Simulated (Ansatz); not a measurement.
Basis-set extrapolation for `BO[SiH2]S[SiH3]` (PBE0-D4/def2-TZVP geometry, frozen core, the Gaussian-basis code of Ansatz). Multiplicity 1, RHF reference.

|  | def2-TZVPP | def2-QZVPP |
| --- | --- | --- |
| HF | -1079.233565 | -1079.268404 |
| MP2 correlation | -0.759870 | -0.820660 |
| CCSD(T) correlation | -0.854966 | not run |

Energies in hartree. Use E(X) = E(∞) + A·exp(−7.88·√X) for Hartree–Fock and E(X) = E(∞) + B·X^(−2.97) for correlation, with X = 3 and 4, and add CCSD(T) minus MP2 of the smaller set to the MP2 limit.

What is the CCSD(T) energy at the basis-set limit?

HF limit: -1079.268404 + (-0.034839) × 0.13774 = -1079.27320. MP2 limit: -0.820660 + (-0.060790) × 0.74074 = -0.86569. Higher-order term: -0.854966 − (-0.759870) = -0.09510. Total: -1080.23399 hartree, 91.3 kcal/mol below CCSD(T)/def2-TZVPP.
